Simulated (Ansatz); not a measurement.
C₂HClF₂Ti, SMILES `C#[C][Ti]([F])([F])[Cl]`, relaxed with RKS PBE0-D4/def2-TZVP in the Gaussian-basis code of Ansatz from a PBE-D4/def2-SVP geometry. The force threshold is 0.005 eV/Å; the program also tests the step.

The species carries charge 0 and has multiplicity 1.

Start:

```xyz
7

C    -0.234   -2.106   -0.187
C    -0.113   -0.879   -0.062
Ti    0.049    1.107    0.157
F     0.327    1.455    1.839
F    -1.433    1.844   -0.376
Cl    1.738    1.759   -1.069
H    -0.334   -3.180   -0.301
```

(1) By how much does the energy fall, and how many steps does the optimiser take? (Estimate.)

(2) Which bonds change most? (An estimate is asked.)

(3) Give the relaxed structure. (Estimate.)

Answers

(1) The calculation gave: 3.62 kJ/mol, in 4 steps.

(2) Computed: C1–C2 from 1.239 to 1.214 Å; C1–H7 from 1.085 to 1.067 Å; Ti3–Cl6 from 2.187 to 2.173 Å; Ti3–F5 from 1.740 to 1.736 Å.

(3) Ansatz gave: 
```xyz
7

C    -0.231   -2.088   -0.187
C    -0.116   -0.886   -0.065
Ti    0.050    1.096    0.154
F     0.328    1.441    1.833
F    -1.429    1.832   -0.379
Cl    1.728    1.750   -1.063
H    -0.331   -3.145   -0.294
```
